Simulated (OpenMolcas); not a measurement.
**4f5 along the 59-electron sequence**

| Quantity | Value |
| --- | --- |
| Program | OpenMolcas |
| Method | RASSCF |
| Basis | ANO-RCC-VTZP |
| Scalar Hamiltonian | DKH2, point nucleus |
| Spin-orbit coupling | state interaction with AMFI integrals over the reference wave functions, term energies averaged over their components |

Active space for each ion: 5 electrons in 14 orbitals (RAS2 4f; RAS3 5f, at most 2 electrons).

Computed levels in cm-1 above 6H* 5/2:

| Level | Pm2+ | Sm3+ | Eu4+ |
| --- | --- | --- | --- |
| 6H* 7/2 | 848 | 1092 | 1382 |
| 6H* 9/2 | 1876 | 2408 | 3037 |
| 6H* 11/2 | 3036 | 3881 | 4868 |
| 6H* 13/2 | 4275 | 5437 | 6774 |
| 6H* 15/2 | 5539 | 7012 | 8669 |
| 6F* 1/2 | 7321 | 8569 | 9762 |
| 6F* 3/2 | 7500 | 8774 | 9980 |
| 6F* 5/2 | 7875 | 9227 | 10510 |
| 6F* 7/2 | 8525 | 10040 | 11508 |
| weight of 6H* in the lowest level (%) | 98 | 97 | 97 |

The fine-structure level 6H* 15/2 changes by a factor of 1.57 from Pm2+ to Eu4+. Its fourth root runs 8.63, 9.15, 9.65, with steps per unit of Z of 0.52, 0.50; equal steps would mean a (Z - σ)^4 law with constant σ.

6F* 1/2 changes by a factor of 1.33 over the same range, with steps per unit of Z of +1250, +1190 cm-1.

High states are left out of the spin-orbit mixing, which shifts the levels that they would mix with. Without dynamic correlation excited terms often stand tens of per cent too high (terms of higher spin than the ground term too low), and those without a measured partner can miss by more than the paired ones. Active for correlation alone: 5f; no level in the range computed is led by a configuration that fills it, so any true level of that kind is missing. Only configurations of the active space appear.

* marks odd parity.
